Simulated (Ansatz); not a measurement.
A structure relaxed at PBE0-D4/def2-TZVP, charge 0, multiplicity 1:

```xyz
13

C    -0.740    1.194    1.267
Si    0.349    0.093    0.194
O     1.893    0.307    0.814
Al   -0.396   -2.261    0.342
Al    0.194    0.780   -2.176
H    -0.686    0.891    2.315
H    -0.422    2.237    1.200
H    -1.782    1.130    0.943
H     2.600   -0.183    0.392
H    -1.938   -2.643    0.214
H     0.659   -3.453    0.454
H    -1.220    1.068   -2.856
H     1.490    0.840   -3.104
```

(1) Give its formula and SMILES.

(2) Point group (tolerance 0.08 Å, 0.16 Å for H)?

(3) Summarise the bond lengths by kind.

## Answers

(1) CH8Al2OSi, `C[Si](O)([AlH2])[AlH2]`.

(2) Cs.

(3) 1 × C–Si 1.884 Å; 3 × C–H 1.092 to 1.093 Å; 1 × O–Si 1.677 Å; 2 × Al–Si 2.473 Å; 1 × H–O 0.958 Å; 4 × Al–H 1.594 to 1.595 Å.

Computed with Ansatz.
